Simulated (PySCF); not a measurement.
Steps of a relaxation of [TbH2]+

[TbH2]+ (singlet in the valence; each metal's 4f electrons, 8 of them, lie in its core potential, out of spins and levels). PySCF 2.14.0, RKS PBE0, Tb lcecp-1-SVP with ECP54, H def2-SVP; non-relativistic Hamiltonian with scalar-relativistic core potentials where named; density fitting; no spin-orbit coupling. Origin of the start: template. Columns: position (Å) and force (eV/Å). Energies are counted from the last step; some of the 6 steps are shown. Forces carry noise of the integration grid, about 0.01 to 0.03 eV/Å.

Run from Python with OMP_NUM_THREADS=2. Where DIIS fails, smearing, a level shift and second-order steps follow.
It took 4.1 s on 2 threads of Arm Neoverse V1, on a shared host, from the converged density of the start.

```xyz
3
step 0  E = 0.779 eV
Tb    0.0000    0.0000   -0.0113     0.00    0.00    0.82
H     2.0081    0.0000    0.8874    -1.77    0.00   -0.41
H    -2.0081    0.0000    0.8874     1.77    0.00   -0.41
```

```xyz
3
step 2  E = 0.055 eV
Tb    0.0000    0.0000   -0.0666     0.00    0.00   -0.53
H     1.6439    0.0000    0.9151    -0.06    0.00    0.26
H    -1.6439    0.0000    0.9151     0.06    0.00    0.26
```

```xyz
3
step 3  E = 0.007 eV
Tb    0.0000    0.0000   -0.1497     0.00    0.00   -0.08
H     1.5731    0.0000    0.9567    -0.09    0.00    0.04
H    -1.5731    0.0000    0.9567     0.09    0.00    0.04
```

Problem. Where does the relaxation end?

Solution. It converges at step 5 in C2v:
```xyz
3
step 5  E = 0
Tb    0.0000    0.0000   -0.1912
H     1.5198    0.0000    0.9774
H    -1.5198    0.0000    0.9774
```

Problem. How did the contacts change?

Solution. 
| contact | start (Å) | end (Å) |
| --- | --- | --- |
| Tb1–H2 (H) | 2.200 | 1.917 |
| Tb1–H3 (H) | 2.200 | 1.917 |


An lcecp potential fixes the number of 4f electrons, so in runs with it no electron can move into or out of that shell.
